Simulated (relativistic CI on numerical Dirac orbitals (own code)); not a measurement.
## V2+ in a cubic cluster: 2p photoemission with charge transfer

Computed with a charge-transfer multiplet model of a cubic metal-ligand cluster with up to one ligand hole, Slater and spin-orbit integrals from Dirac-Coulomb-Breit ions, Slater integrals scaled by 0.7. The parameters are those of a tetrahedral site (10Dq negative, t2 hopping the larger). The ground state mixes d3 with configurations of k ligand holes L, whose averages lie at kΔ + k(k − 1)U_dd/2; a core hole lowers each added d electron by U_cd. 300 K, Lorentzian 0.6 eV and Gaussian 0.8 eV FWHM.

Atomic integrals in eV (Slater integrals scaled, ζ unscaled), ground: F2dd 6.242, F4dd 3.880, zeta_d 0.019; with the core hole: F2dd 7.631, F4dd 4.784, zeta_d 0.036, zeta_core 4.610, F2cd 4.267, G1cd 3.142, G3cd 1.783.

Cluster parameters (eV): Δ = 5.7, U_dd = 5.4, U_cd = 6, 10Dq = -0.4, 10Dq(ligand) = 0, final-state hopping factor = 1.

| Case | n_d | d3 | d4L | S |
| --- | --- | --- | --- | --- |
| V(eg) = 1.05 eV, V(t2g) = -1.78 eV | 3.21 | 0.79 | 0.21 | 1.50 |
| V(eg) = 1.35 eV, V(t2g) = -2.29 eV | 3.26 | 0.74 | 0.26 | 1.50 |
| V(eg) = 1.65 eV, V(t2g) = -2.8 eV | 3.30 | 0.70 | 0.30 | 1.50 |

Weights, n_d and S are thermal averages at 300 K. Binding energies count from the first peak over 30 % of the highest in each spectrum, which can be another peak from case to case. The parameters are a model scan and need not match a compound or its usual spin state. Peaks in eV (height, largest 100):
- V(eg) = 1.05 eV, V(t2g) = -1.78 eV: 0.0 (100), 7.8 (53)
- V(eg) = 1.35 eV, V(t2g) = -2.29 eV: 0.0 (100), 7.6 (44)
- V(eg) = 1.65 eV, V(t2g) = -2.8 eV: 0.0 (100), 7.4 (50), 13.7 (5)

For the case V(eg) = 1.35 eV, V(t2g) = -2.29 eV, Δ = 5.7 eV is larger than U_dd = 5.4 eV, the Mott-Hubbard side of the Zaanen-Sawatzky-Allen scheme. With the core hole the average of the configuration with one ligand hole lies at Δ − U_cd = -0.3 eV before mixing: the effective hopping of about 5.3 eV (from the holes of the mixed ground state) is comparable with this gap or larger, so the configurations mix strongly.

With at most 1 ligand hole the space is cut while the next configuration still counts, so covalency is underestimated, and a final configuration with one more ligand hole, which can lie low, is missing from the spectra.
